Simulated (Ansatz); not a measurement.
One geometry of the cluster K₄Bi₂⁺, several levels of theory.

```yaml
crystal:
  periodic: [false, false, false]
  atoms:
    - {symbol: K, position_ang: [0.847610, 3.015897, 0.617724]}
    - {symbol: K, position_ang: [-1.949746, -0.309839, -2.627906]}
    - {symbol: K, position_ang: [3.835798, -1.136401, 0.032730]}
    - {symbol: K, position_ang: [-1.495980, -2.210432, 1.721712]}
    - {symbol: Bi, position_ang: [-1.897473, 1.015138, 0.584107]}
    - {symbol: Bi, position_ang: [0.659801, -0.374363, -0.328376]}
basis:
  gaussian: {orbitals: def2-TZVP, initial_orbitals: start.molden}
total_charge: 1
magnetization: {spin_polarized: true, initial_magnetization: 1}
hamiltonian: {xc: {name: BHLYP}, dispersion: d4}
scf: {omitted_lower_state_checks: [starts]}
output: {orbitals: {seedname: orbitals}}
```

The file start.molden holds the orbitals of an earlier run on this structure, at another level or in another basis.

```sh
$ ansatz run in.yaml --threads 4 --pin off --events-out ev --progress --plain --max-ram 4787MiB
```

Shortened log:

```
Functional definition: BHLYP
  name "BHLYP"
  cite "Becke, J. Chem. Phys. 98, 1372 (1993) doi:10.1063/1.464304"
  cite "Becke, Phys. Rev. A 38, 3098 (1988) doi:10.1103/PhysRevA.38.3098"
  cite "Lee, Yang & Parr, Phys. Rev. B 37, 785 (1988) doi:10.1103/PhysRevB.37.785"
  parameter a = 0.5
  exchange = (1 - a)*b88_x + a*exact_x
  correlation = lyp_c
these checks for a lower state are left out or cut short: starts
2246 factors; integrals over basis functions are off by at most 2.8e-4 eV
mean field evaluation 1: about -76975.2036 eV, gradient 6.5e0 eV
mean field evaluation 2: about -76975.2743 eV, gradient 1.2e-1 eV
mean field evaluation 4: about -76975.2789 eV, gradient 9.1e-3 eV
mean field evaluation 8: about -76975.2789 eV, gradient 4.5e-5 eV
mean field -76975.27885945 eV, -2828.7893223668 hartree, gradient 1.2e-5 eV, S^2 0.761811; 0 other end points of the search recorded, 0 dependent functions left out
reference -76975.27907496 eV, -2828.7893302868 hartree; 61, 60 occupied and 171, 172 virtual orbitals, 2246 factors
Total energy: -76975.86576392 eV, -2828.8108907084 hartree
Checks for a lower state left out: starts
```

Run time 41 s (4 threads of Arm Neoverse V1 on a shared host), peak host memory 1.5 GiB.

As the first input, with `hamiltonian: {xc: {name: B3LYP}, dispersion: d4}` (abridged; 27 s):

```
Functional definition: B3LYP
mean field -76986.07579453 eV, -2829.1861024127 hartree, gradient 4.9e-6 eV, S^2 0.755894
Total energy: -76986.47716345 eV, -2829.2008524482 hartree
Checks for a lower state left out: starts
```

As the first input, with `gaussian: {orbitals: def2-SVP, initial_orbitals: start.molden}`, `hamiltonian: {xc: pbe0, dispersion: d4}` (abridged; 13 s):

```
Functional definition: PBE0
mean field -76953.65744304 eV, -2827.9947499694 hartree, gradient 8.3e-6 eV, S^2 0.757330
Total energy: -76953.86839217 eV, -2828.0025022070 hartree
Checks for a lower state left out: starts
```

Geometry: r2SCAN-D4/def2-SVP.

In the def2 sets Bi takes a core potential; there is no spin–orbit coupling. B3LYP takes the VWN-RPA correlation. The structure comes from a short search, and lower isomers may exist.
